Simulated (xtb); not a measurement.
Li, charge -1, singlet (GFN-xTB shapes and energies of metal compounds can be far from the true ones); GFN1-xTB (xtb).

Input for xtb:
```
$ xtb mol.xyz --gfn 1 --chrg -1 --opt --json

# file mol.xyz
1

Li     0.00000000     0.00000000     0.00000000
```

Output, abridged:

```
   ID    Z sym.   atoms
    1    3 Li     1

           -------------------------------------------------
          |                Calculation Setup                |
           -------------------------------------------------

           -------------------------------------------------
          |                 G F N 1 - x T B                 |
           -------------------------------------------------

          ...................................................
          :                      SETUP                      :
          :.................................................:
          :  # basis functions                   4          :
          :  # atomic orbitals                   4          :
          :  # shells                            2          :
          :  # electrons                         2          :
          :  # halogen bonds                     0          :
          :  max. iterations                   250          :
          :  Hamiltonian                  GFN1-xTB          :
          :  restarted?                      false          :
          :  GBSA solvation                  false          :
          :  PC potential                    false          :
          :  electronic temp.          300.0000000     K    :
          :  accuracy                    1.0000000          :
          :  -> integral cutoff          0.2500000E+02      :
          :  -> integral neglect         0.1000000E-07      :
          :  -> SCF convergence          0.1000000E-05 Eh   :
          :  -> wf. convergence          0.2000000E-04 e    :
          :  Broyden damping             0.4000000          :
          :  net charge                         -1          :
          :  unpaired electrons                  0          :
          ...................................................

 iter      E             dE          RMSdq      gap      omega  full diag
   1     -0.4659176 -0.465918E+00  0.205E-19    2.44       2.4  T
   2     -0.4659176  0.000000E+00  0.164E-19    2.44       2.4  T
   3     -0.4659176  0.000000E+00  0.127E-19    2.44       2.4  T

   *** convergence criteria satisfied after 3 iterations ***

         :::::::::::::::::::::::::::::::::::::::::::::::::::::
         ::                     SUMMARY                     ::
         :::::::::::::::::::::::::::::::::::::::::::::::::::::
         :: total energy              -0.465917551944 Eh    ::
         :: gradient norm              0.000000000000 Eh/a0 ::
[...]
         :: total energy              -0.465917551944 Eh    ::
[...]
         :: HOMO-LUMO gap              2.436481838123 eV    ::
         ::.................................................::
         :: SCC energy                -0.465917551944 Eh    ::
         :: -> electrostatic           0.068425333333 Eh    ::
         :: repulsion energy           0.000000000000 Eh    ::
         :: dispersion energy          0.000000000000 Eh    ::
         :: halogen bond corr.         0.000000000000 Eh    ::
         :: add. restraining           0.000000000000 Eh    ::
         :: total charge              -1.000000000000 e     ::
         :::::::::::::::::::::::::::::::::::::::::::::::::::::

           -------------------------------------------------
          |                Property Printout                |
           -------------------------------------------------

    * Orbital Energies and Occupations

         #    Occupation            Energy/Eh            Energy/eV
      -------------------------------------------------------------
         1        2.0000           -0.1645664              -4.4781 (HOMO)
         2                         -0.0750274              -2.0416 (LUMO)
         3                         -0.0750274              -2.0416
         4                         -0.0750274              -2.0416
      -------------------------------------------------------------
                  HL-Gap            0.0895391 Eh            2.4365 eV
             Fermi-level           -0.1197969 Eh           -3.2598 eV

  Mulliken/CM5 charges         n(s)   n(p)   n(d)
     1Li   -1.00000 -1.00000   2.000  0.000  0.000

Wiberg/Mayer (AO) data.
largest (>0.10) Wiberg bond orders for each atom

 ---------------------------------------------------------------------------
     #   Z sym  total        # sym  WBO       # sym  WBO       # sym  WBO
 ---------------------------------------------------------------------------
     1   3 Li   0.000
 ---------------------------------------------------------------------------

 dipole moment from electron density (au)
     X       Y       Z
   0.0000   0.0000   0.0000  total (Debye):    0.000

optimized geometry written to: xtbopt.xyz

           -------------------------------------------------
          | TOTAL ENERGY               -0.465917551944 Eh   |
          | GRADIENT NORM               0.000000000000 Eh/α |
          | HOMO-LUMO GAP               2.436481838123 eV   |
           -------------------------------------------------

normal termination of xtb
```
